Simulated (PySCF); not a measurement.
# Molecular orbitals of ZnCd

r²SCAN at R = 3.342 Å; PySCF, scalar-relativistic core potentials, basis sets Zn def2-SVP, Cd def2-SVP with ECP28. State: ¹Σ⁺ (singlet), closed shell. Only the outer orbitals are listed, counted within each symmetry, core potentials removing the inner ones.

```csv
orbital,occ.,ε (eV),on Zn (%),main shells (%)
9σ,2,-9.98,99,99 Zn d
5π,2,-9.97,100,100 Zn d
5π,2,-9.97,100,100 Zn d
2δ,2,-9.96,100,100 Zn d
2δ,2,-9.96,100,100 Zn d
10σ,2,-6.55,45,"53 Cd s, 44 Zn s"
11σ,2,-5.14,53,"52 Zn s, 45 Cd s"
12σ,0,-1.28,32,"68 Cd p, 29 Zn p"
6π,0,-1.03,13,"87 Cd p, 13 Zn p"
6π,0,-1.03,13,"87 Cd p, 13 Zn p"
```

Q: Which are the highest filled and the lowest empty level, where do they sit, and how wide is the gap?

A: Highest filled 11σ at -5.14 eV (in %: 52 Zn s, 45 Cd s); lowest empty 12σ at -1.28 eV (in %: 68 Cd p, 29 Zn p); the gap at r²SCAN is 3.86 eV.

```json
{"bond order (Mayer)": "0.18", "⟨S²⟩": "0.000", "charge on Zn (Mulliken, basis-dependent)": "0.04", "charge on Zn (Löwdin, basis-dependent)": "0.11", "dipole moment (positive dipole means Zn(−)Cd(+))": "-0.19 D"}
```

Closed-shell solutions of metal pairs were not tested for spin polarisation, which can lower them a little.
